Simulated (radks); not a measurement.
Task: Excited configurations of B I: one electron is placed in a higher orbital outside [He] 2s2. The ground configuration is [He] 2s2 2p1. Method: scalar-relativistic Kohn-Sham, PBE, spin-polarised, spherical densities, finite nucleus; open shells are filled with parallel spins first; Fermi nuclear charge, rms radius 2.406 fm; computed with a radial shooting solver on a logarithmic mesh with Libxc functionals. Excitation = E - E(ground); binding = E(ion) - E, where the ion is the core of charge +1; n* = 1/sqrt(2 binding) in atomic units, and the quantum defect is n - n*.

| outer orbital | excitation (eV) | binding (eV) | n* | quantum defect | eigenvalue (eV) | <r> (bohr) |
|---|---|---|---|---|---|---|
| 3d | 6.785 | 1.701 | 2.828 | 0.172 | -0.791 | 9.514 |
| 4d | 7.400 | 1.087 | 3.538 | 0.462 | -0.618 | 17.93 |
| 6s | 7.806 | 0.680 | 4.473 | 1.527 | -0.464 | 34.20 |

Estimate the row for 4s.

Result: excitation (eV) 6.790; binding (eV) 1.696; n* 2.832; quantum defect 1.168; eigenvalue (eV) -1.056; <r> (bohr) 13.18. The Delta-SCF ionisation energy is 8.486 eV (NIST Atomic Spectra Database: 8.298 eV, measured). Self-interaction in the functional shifts the binding energies and quantum defects, so they are the method's values and not measured ones. Open shells are spherical and high-spin; term and fine-structure splittings are not resolved.
